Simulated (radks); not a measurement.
Question: These are the eigenvalues of the occupied orbitals of an atom or ion with whole-number occupations (hartree). Method: Dirac Kohn-Sham, PBE, spin-unpolarised, spherical densities, point nucleus; computed with a radial shooting solver on a logarithmic mesh with Libxc functionals.

1s1/2: -807.2778
2s1/2: -117.3546
2p1/2: -108.5487
2p3/2: -103.7377
3s1/2: -21.91088
3p1/2: -18.49612
3p3/2: -17.67926
3d3/2: -11.63932
3d5/2: -11.48008
4s1/2: -4.25844
4p1/2: -3.22401
4p3/2: -3.09301
4d3/2: -1.52203
4d5/2: -1.50572
5s1/2: -1.12371

Which element is it, and in what charge state? The configuration may be excited. Open shells, if any, are shared by 2j + 1.

Answer: Z = 44, ruthenium, charge +3: Ru3+ in [Kr] 4d4 5s1. The list shows which subshells hold electrons but not how many an open one holds; the 1s level, -807.28 hartree, gives Z - s = 40.2 by -(Z - s)^2/2, which with screening and relativity narrows Z to a few neighbours, and the depths of the outer levels then fix element, charge and occupations together.
